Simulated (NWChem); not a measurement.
Program: NWChem. System: O3S, charge 0, spin multiplicity 1, displaced from the optimised geometry. Level: CCSD(T)/cc-pVDZ, 8 core orbitals frozen, spin-restricted.

Job file:

```
start mol
memory heap 100 mb stack 700 mb global 1900 mb
geometry units angstroms nocenter noautoz noautosym
  O      0.000000     0.000000     2.571288
  S      0.000000     0.000000     0.000006
  O     -1.272457     0.000000    -0.734661
  O      1.272457     0.000000    -0.734661
end
basis spherical
  * library cc-pvdz
end
scf
  rhf
  nopen 0
  maxiter 100
  thresh 1e-7
  semidirect memsize 60000000 filesize 0
end
ccsd
  freeze core 8
  maxiter 60
end
task ccsd(t) energy
```

Output (cleaned and shortened):

```
             Northwest Computational Chemistry Package (NWChem) 7.3.0
             --------------------------------------------------------

                                NWChem Input Module
                                -------------------

 Scaling coordinates for geometry "geometry" by  1.889725989
 (inverse scale =  0.529177249)

                             Geometry "geometry" -> ""
                             -------------------------

 Output coordinates in angstroms (scale by  1.889725989 to convert to a.u.)

  No.       Tag          Charge          X              Y              Z
 ---- ---------------- ---------- -------------- -------------- --------------
    1 O                    8.0000     0.00000000     0.00000000     2.57128800
    2 S                   16.0000     0.00000000     0.00000000     0.00000600
    3 O                    8.0000    -1.27245700     0.00000000    -0.73466100
    4 O                    8.0000     1.27245700     0.00000000    -0.73466100

 Effective nuclear repulsion energy (a.u.)     150.9709581513

            Nuclear Dipole moment (a.u.)
            ----------------------------
        X                 Y               Z
 ---------------- ---------------- ----------------
     0.0000000000     0.0000000000    16.6594917235


 Summary of "ao basis" -> "" (spherical)
 ------------------------------------------------------------------------------
       Tag                 Description            Shells   Functions and Types
 ---------------- ------------------------------  ------  ---------------------
 *                          cc-pvdz                   on all atoms

 Summary of "ao basis" -> "ao basis" (spherical)
 ------------------------------------------------------------------------------
       Tag                 Description            Shells   Functions and Types
 ---------------- ------------------------------  ------  ---------------------
 O                          cc-pvdz                  6       14   3s2p1d
 S                          cc-pvdz                  8       18   4s3p1d

                                 NWChem SCF Module
[...]
 ccsd(t): done       10 out of       40 progress:   25.0%
 ccsd(t): done       11 out of       40 progress:   27.5%
 ccsd(t): done       12 out of       40 progress:   30.0%
 ccsd(t): done       13 out of       40 progress:   32.5%
 ccsd(t): done       14 out of       40 progress:   35.0%
 ccsd(t): done       15 out of       40 progress:   37.5%
 ccsd(t): done       16 out of       40 progress:   40.0%
 ccsd(t): done       17 out of       40 progress:   42.5%
 ccsd(t): done       18 out of       40 progress:   45.0%
 ccsd(t): done       19 out of       40 progress:   47.5%
 ccsd(t): done       20 out of       40 progress:   50.0%
 ccsd(t): done       21 out of       40 progress:   52.5%
 ccsd(t): done       22 out of       40 progress:   55.0%
 ccsd(t): done       23 out of       40 progress:   57.5%
 ccsd(t): done       24 out of       40 progress:   60.0%
 ccsd(t): done       25 out of       40 progress:   62.5%
 ccsd(t): done       26 out of       40 progress:   65.0%
 ccsd(t): done       27 out of       40 progress:   67.5%
 ccsd(t): done       28 out of       40 progress:   70.0%
 ccsd(t): done       29 out of       40 progress:   72.5%
 ccsd(t): done       30 out of       40 progress:   75.0%
 ccsd(t): done       31 out of       40 progress:   77.5%
 ccsd(t): done       32 out of       40 progress:   80.0%
 ccsd(t): done       33 out of       40 progress:   82.5%
 ccsd(t): done       34 out of       40 progress:   85.0%
 ccsd(t): done       35 out of       40 progress:   87.5%
 ccsd(t): done       36 out of       40 progress:   90.0%
 ccsd(t): done       37 out of       40 progress:   92.5%
 ccsd(t): done       38 out of       40 progress:   95.0%
 ccsd(t): done       39 out of       40 progress:   97.5%
 ccsd(t): done       40 out of       40 progress:  100.0%
 Time for integral evaluation pass     1        2.11
 Time for triples evaluation pass      1        1.36

 pseudo-e(mp4)  -0.32680986459314E-01
 pseudo-e(mp5)   0.35044512904262E-02
        e(t)    -0.29176535168887E-01

 --------------
 CCSD(T) Energy
 --------------
 Reference energy:                    -621.843500190609120

 CCSD corr. energy:                     -0.680189792992826
 T(CCSD) corr. energy:                  -0.032680986459314
 Total CCSD+T(CCSD) energy:           -622.556370970061266

 CCSD corr. energy:                     -0.680189792992826
 (T) corr. energy:                      -0.029176535168887
 Total CCSD(T) energy:                -622.552866518770884

 routine      calls  cpu(0)   cpu-min  cpu-ave  cpu-max   i/o
 aoccsd          1     0.01     0.01     0.01     0.01    0.00
 iterdrv         1     0.02     0.02     0.02     0.02    0.00
 pampt          30     0.12     0.12     0.12     0.12    0.00
 t2pm           30     0.19     0.19     0.19     0.19    0.00
 sxy            30     0.38     0.38     0.38     0.38    0.00
 ints      3564690    46.00    46.00    46.00    46.00    0.00
 t2eri       10530     6.39     6.39     6.39     6.39    0.00
 idx2        10530     1.11     1.11     1.11     1.11    0.00
 idx34          30     0.14     0.14     0.14     0.14    0.00
 ht2pm          30     0.27     0.27     0.27     0.27    0.00
 itm            30     1.32     1.32     1.32     1.32    0.00
 pdiis          30     0.05     0.05     0.05     0.05    0.00
 triples         1     0.00     0.00     0.00     0.00    0.00
 rdtrpo          1     0.01     0.01     0.01     0.01    0.00
 trpmos          1     2.11     2.11     2.11     2.11    0.00
 trpdrv          1     0.21     0.21     0.21     0.21    0.00
 dovvv       74880     0.49     0.49     0.49     0.49    0.00
 doooo       74880     0.17     0.17     0.17     0.17    0.00
 tengy       69120     0.45     0.45     0.45     0.45    0.00
 Total                59.44    59.44    59.44    59.44    0.00

 Task  times  cpu:       64.7s     wall:       64.7s

 Total times  cpu:       64.8s     wall:       64.8s
```
